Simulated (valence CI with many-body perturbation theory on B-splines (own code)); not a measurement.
**Energy levels of Ru⁵⁺**

Calculated by relativistic CI+MBPT: three valence electrons over a frozen Dirac-Fock core [Kr], radial functions for each j: 7 s, 7 p, 8 d, 6 f, 4 g, 1 h, with the one-electron correlation potential Σ1, the two-electron term Σ2, the three-electron term Σ3, Breit, model QED; selected CI, second order for the rest (own B-spline code, finite nucleus).

No measured spectrum was set against this ion. As an estimate, terms of the open shell hold to 2 to 4 % of their energy, and close levels can change places; different configurations can be misplaced against each other by 1,000 to 8,000 cm⁻¹. The list stops below the first excitations out of the core.

Levels 46 to 78 of 78, with energies above the lowest level, 4d3 4F_3/2. "Leading %" is the weight of the configuration and term that name the level; weights of strongly mixed levels are sums over their largest components and can fall short.

```
No.  Configuration  Term     J  E (cm⁻¹)  Leading %      g  Second component
 46         4d2 5p   4D°   3/2    230430         63  1.066   30 % 4d2 5p 2D°
 47         4d2 5p   4F°   9/2    230540         64  1.268   23 % 4d2 5p 4G°
 48         4d2 5p   4D°   5/2    231070         72  1.242   17 % 4d2 5p 2F°
 49         4d2 5p   2S°   1/2    231840         87  1.970    7 % 4d2 5p 4P°
 50         4d2 5p   4G°  11/2    231910         99  1.272                  
 51         4d2 5p   2D°   5/2    232740         60  1.129   24 % 4d2 5p 2F°
 52         4d2 5p   2G°   7/2    233560         43  1.091   32 % 4d2 5p 2F°
 53         4d2 5p   2G°   7/2    233850         45  1.116   24 % 4d2 5p 4D°
 54         4d2 5p   4S°   3/2    235210         66  1.764   21 % 4d2 5p 2P°
 55         4d2 5p   2G°   9/2    236660         76  1.145   19 % 4d2 5p 4F°
 56         4d2 5p   4D°   1/2    238100         96  0.025                  
 57         4d2 5p   2P°   3/2    238710         39  1.382   25 % 4d2 5p 4S°
 58         4d2 5p   2F°   5/2    239360         79  0.937    9 % 4d2 5p 2D°
 59         4d2 5p   4D°   3/2    239970         80  1.231   11 % 4d2 5p 2P°
 60         4d2 5p   2G°   7/2    240950         59  1.007   32 % 4d2 5p 2F°
 61         4d2 5p   4D°   5/2    242260         80  1.319    8 % 4d2 5p 2F°
 62         4d2 5p   2P°   1/2    242280         77  1.025   19 % 4d2 5p 4P°
 63         4d2 5p   2G°   9/2    242850         86  1.085   13 % 4d2 5p 2H°
 64         4d2 5p   4D°   7/2    243960         46  1.207   26 % 4d2 5p 2G°
 65         4d2 5p   2D°   3/2    244360         36  1.274   36 % 4d2 5p 4P°
 66         4d2 5p   4P°   1/2    244990         72  2.254   15 % 4d2 5p 2P°
 67         4d2 5p   2D°   5/2    245370         51  1.334   33 % 4d2 5p 4P°
 68         4d2 5p   4P°   3/2    245680         57  1.382   34 % 4d2 5p 2D°
 69         4d2 5p   4D°   7/2    246510         48  1.255   34 % 4d2 5p 2F°
 70         4d2 5p   2H°   9/2    248280         82  0.944   17 % 4d2 5p 2G°
 71         4d2 5p   4P°   5/2    248450         52  1.406   45 % 4d2 5p 2D°
 72         4d2 5p   2D°   3/2    250810         83  0.883   13 % 4d2 5p 2P°
 73         4d2 5p   2H°  11/2    251550         98  1.092                  
 74         4d2 5p   2D°   5/2    252190         83  1.224   10 % 4d2 5p 4P°
 75         4d2 5p   2P°   1/2    253920         94  0.663                  
 76         4d2 5p   2F°   7/2    255190         93  1.136    4 % 4d2 5p 2G°
 77         4d2 5p   2P°   3/2    255480         78  1.258   15 % 4d2 5p 2D°
 78         4d2 5p   2F°   5/2    257610         95  0.870
```

Names give the largest LS component (configuration and term), which can be under half, so a name can repeat, a term be missing and a line seem to break the LS rules; names also repeat where a configuration has a term twice.

Where two levels of one J and parity lie close, their mixing, g and order are uncertain.
